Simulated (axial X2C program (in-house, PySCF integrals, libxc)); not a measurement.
**GaB⁻: properties at the nuclei**

Computed with an in-house all-electron X2C program for linear molecules (integrals from PySCF): two-component X2C with atomic mean-field Coulomb and Gaunt terms, Gaussian nuclei, basis Ga dyall-acv3z, B dyall-av3z with contracted cores.

R = 2.065 Å (near the PBE0 minimum at charge -1 of the determinant lowest at the starting distance; the state shown can have its own minimum elsewhere).

Determinant lowest in the PBE0 search, Ω = 3/2 (⟨Sz⟩ = 1.50, ⟨Lz⟩ = 0.00 at PBE0), spin on the atoms Ga 0.61, B 0.89:

| level | Eeff magnitude (GV/cm) | Ws magnitude Ga (kHz) | A∥/gI Ga (MHz) | qzz Ga (a.u.) | A∥/gI B (MHz) | qzz B (a.u.) |
| --- | --- | --- | --- | --- | --- | --- |
| PBE0 | 0.19 | 0.0323 | -140 | -2.06 | 5.86 | -0.16 |
| HF | 0.774 | 0.2 | -142 | -2.89 | 27.7 | -0.18 |
| TPSSh | 0.14 | 0.0184 | -109 | -2.02 | 14.8 | -0.16 |
| B3LYP | 0.0846 | 0.00238 | -94.3 | -1.97 | 17.3 | -0.17 |
| LDA | 0.0502 | 0.00627 | -81.7 | -1.94 | 16.4 | -0.16 |

Determinant 0.67 eV from it at PBE0 and this distance, Ω = 1/2 (⟨Sz⟩ = 0.50, ⟨Lz⟩ = 0.00 at PBE0), spin on the atoms Ga 0.15, B 0.35:

```tsv
level	Eeff magnitude (GV/cm)	Ws magnitude Ga (kHz)	A∥/gI Ga (MHz)	qzz Ga (a.u.)	A∥/gI B (MHz)	qzz B (a.u.)
PBE0	0.0452	0.0657	-156	-1.84	38.7	-0.20
HF	0.541	0.439	-9.13	-2.39	40	-0.25
TPSSh	0.135	0.142	-136	-1.76	53.8	-0.22
B3LYP	0.0964	0.11	-93.9	-1.80	54.5	-0.22
LDA	0.156	0.158	39.7	-1.73	51.2	-0.20
```

Eeff is the effective electric field on the electron electric dipole moment in this Ω state and Ws the scalar–pseudoscalar constant of the nucleus named (defined with the proton number Z and per Ω); A∥ (defined per Ω) follows by multiplying with gI = μI/(I μN); qzz is the electric field gradient, eQq0 = 234.96 MHz × Q/barn × qzz. The operators were transformed with the bare-nucleus X2C matrices; with these basis sets, hyperfine constants and field gradients can be off by tens of per cent, and where levels differ in sign neither size nor sign is settled.

(1) With gI(69Ga) = 1.3444, Q(69Ga) = 0.171 barn, Q(11B) = 0.04059 barn (g factors from the IAEA table of nuclear moments by Stone; Q from Pyykkö, Mol. Phys. 2018), turn the PBE0 values of the first state into constants in MHz.

Each state is one determinant with collinear spin, which with several unpaired electrons need not be a pure state. Unrestricted Hartree–Fock can overshoot spin polarisation at the nuclei. In the state Ω = 1/2 the sign of Eeff differs between levels (HF against PBE0). For an anion, determinants above electron detachment, or with a positive highest level, are held by the basis set. This is the top spin component of a Σ state; components of lower Ω are not single determinants and can lie lower. With several open shells hyperfine constants can be off by a factor of several. Where Eeff spreads by more than a factor of two the levels disagree and none is to be relied on. States lie within half an eV, so the first need not be the ground state. The sign of Ws at Ga differs between levels in the first state. The sign of Ws at Ga differs between levels in the second state. Further determinants of the search, some of them spin-mixed, are not shown. Where a field gradient or hyperfine factor spreads by more than a factor of two over the levels, a constant derived from it is not to be relied on. PBE0 term energies can be off by some tenths of an eV.

Results:

(1) A∥(69Ga) = -140 × 1.3444 = -188 MHz; eQq0(69Ga) = 234.96 × (0.171) × (-2.06) = -82.8 MHz; eQq0(11B) = 234.96 × (0.04059) × (-0.16) = -1.53 MHz.
